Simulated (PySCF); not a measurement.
A TDDFT job was run through a driver script with this input:

```
{"job": {"kind": "uv", "xc": "CAM-B3LYP", "basis": "def2-SVPD", "ip": true, "nstates": 15}, "charge": 0, "multiplicity": 1}
Ga     0.527332     0.923679     0.006196
H      2.103460     0.936083     0.022246
H     -0.241757     2.298119    -0.052874
C     -0.454117    -0.780633     0.022884
H     -0.533271    -1.153917    -1.013251
H     -1.476863    -0.671518     0.412190
H      0.075217    -1.551804     0.602599
```

Output:

```
coarse grid: 24960 points
cycle   1  E = -1965.7218534588  dE = -6.512e-01  |g| = 5.106e-01  |ddm| = 2.655e+00
cycle   2  E = -1965.7190815803  dE =  2.772e-03  |g| = 5.666e-01  |ddm| = 8.157e-01
cycle   3  E = -1965.7600845491  dE = -4.100e-02  |g| = 1.931e-02  |ddm| = 4.640e-01
cycle   4  E = -1965.7601523954  dE = -6.785e-05  |g| = 1.073e-02  |ddm| = 4.783e-02
cycle   5  E = -1965.7601826641  dE = -3.027e-05  |g| = 2.453e-03  |ddm| = 1.448e-02
cycle   6  E = -1965.7601842631  dE = -1.599e-06  |g| = 2.812e-04  |ddm| = 3.424e-03
final grid: 51360 points
cycle   7  E = -1965.7601875852  dE = -2.442e-08  |g| = 2.849e-04  |ddm| = 1.179e-03
cycle   8  E = -1965.7601875847  dE =  5.189e-10  |g| = 3.336e-04  |ddm| = 4.879e-04
cycle   9  E = -1965.7601875962  dE = -1.147e-08  |g| = 1.276e-05  |ddm| = 2.409e-04
cycle  10  E = -1965.7601875963  dE = -7.458e-11  |g| = 5.804e-06  |ddm| = 2.773e-05
converged SCF energy = -1965.7601875963

Static polarisability (au): isotropic 44.511, principal 35.391 45.457 52.685

Singlet excitations
state   eV       nm        f      main configurations
  1   5.1710    239.8   0.00250   H->L 0.99
  2   5.2943    234.2   0.00000   H-1->L 0.99
  3   7.4373    166.7   0.07138   H->L+1 0.88, H->L+2 0.10
  4   7.7865    159.2   0.08469   H-1->L+1 0.95
  5   8.1051    153.0   0.11920   H-1->L+2 0.92
  6   8.1418    152.3   0.22161   H->L+2 0.63, H->L+3 0.23
  7   8.5509    145.0   0.12571   H->L+3 0.73, H->L+2 0.17
  8   8.6955    142.6   0.13568   H-1->L+3 0.71, H->L+5 0.14
  9   8.7897    141.1   0.00024   H-3->L 0.97
 10   8.8965    139.4   0.15038   H-2->L 0.89
 11   9.0669    136.7   0.02620   H->L+4 0.89
 12   9.3793    132.2   0.07564   H->L+5 0.77, H-1->L+3 0.17
 13   9.3909    132.0   0.09161   H-1->L+4 0.95
 14   9.6806    128.1   0.05724   H-1->L+5 0.42, H->L+6 0.42
 15   9.7439    127.2   0.03241   H->L+7 0.68, H-1->L+5 0.17

Triplet excitations (Tamm-Dancoff, eV): 4.8015 4.8074 6.9193 7.0915
Vertical ionisation energy (delta-SCF) = 10.4706 eV
Vertical electron affinity (delta-SCF) = -0.3345 eV
```

The calculation used TDDFT CAM-B3LYP/def2-SVPD, vertical, gas phase, core orbitals frozen in the response in PySCF 2.14.0, density-fitted response routines. Isolated species at its PBE0-D3(BJ)/def2-SVP geometry, gas phase. Relativistic effects, spin–orbit coupling among them, are left out although an element past zinc is present.

Question: How many basis functions and electrons does this run hold?

Answer: 98 basis functions for 42 electrons in 21 doubly occupied orbitals.

Question: Which orbital energies lie behind H and L?

Answer: HOMO -9.43 eV and LUMO -0.52 eV, a gap of 8.91 eV; state 1 differs from that by -3.74 eV.

Question: How much of the mean polarisability do the listed states account for?

Answer: The sum over states Σ f/ΔE² (ΔE in hartree) gives 12.24 au, 27% of the total; the rest comes from higher roots of the same response equations.

Question: What share of the summed oscillator strength falls to the strongest level in this window?

Answer: State 6 at 152 nm: 0.2216 of 1.1945, or 19%.

Question: What is the polarisability anisotropy, √(½[(α1 − α2)² + (α2 − α3)² + (α3 − α1)²])?

Answer: 15.04 au.

Question: Write the structure that the coordinates describe.

Answer: GaH2Me, `[GaH2][CH3]` (CH5Ga).

The SCF starts on a coarse grid; the energy jumps when the final grid takes over, and dE counts afresh there. H and L stand for HOMO and LUMO.
